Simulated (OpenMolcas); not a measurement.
**Ag3+: moving or changing the point charges**

Ag3+ among 3 point charges of -2 e arranged as a planar triangle (D3h), 1.88 Å from the ion.

- Program: OpenMolcas
- Method: SS-CASPT2, IPEA 0.25 Eh, imaginary shift 0.1 Eh (closed shells correlated: 4s 4p)
- Basis: ANO-RCC-VDZP [6s5p3d1f]
- Scalar Hamiltonian: DKH2, point nucleus
- Active space: 8 electrons in 5 orbitals (4d)
- State averaging: 2S+1 = 3 even, 10 roots; 2S+1 = 1 even, 15 roots
- Spin-orbit coupling: RASSI with atomic mean-field integrals over the reference wave functions

Runs around this geometry, states (labels of D3, the rotations of D3h). Energies in cm-1 above the lowest state or level, χT in cm3 K/mol.

```
R (Å)  q (e)  Ground state  First state of that spin  First gap with spin-orbit (degeneracies)  χT at 300 K  First state of another spin
 1.88     -1           3A1                     3A2 1                               1100 (2, 1)        3.423                     1A1 9320
 1.69     -2           3A2                  3A1 7180                               1210 (1, 2)        0.509                      1E 9410
 1.88     -2           3A2                  3A1 3150                               1120 (1, 2)        0.724                     1A1 9240
```

Taking the first state of the same spin as R^-n, n = -ln(3150 / 7180) / ln(1.88 / 1.69) = 7.7 between the shortest and longest distance.

The ground state changes within this set.

Roots that are degenerate in the reference are averaged as groups; the widest CASPT2 spread within a group is 79 cm-1 (the 2-fold group of multiplicity 3 near 1500 cm-1 above the lowest state of its run, R = 1.88, q = -1). Shifts and gaps below about the spread of the groups concerned are not significant. Real 4d8 and 5d8 ions are as a rule square planar and diamagnetic. Free-ion shares, where given, are those of the reference states; single-state CASPT2 does not remix them. Spin-orbit coupling mixes the spin-free states strongly: the lowest level takes only 49 % from its leading state, 3A1 (holds for R = 1.88, q = -1). The ground term spreads over less than 5000 cm-1, several times less than with real ligands, so orbital moments are less quenched and χT lies further from the spin-only value than at real sites (holds for R = 1.88, q = -1). This is an electrostatic model: the charges have no orbitals. No measured value stands beside these numbers.
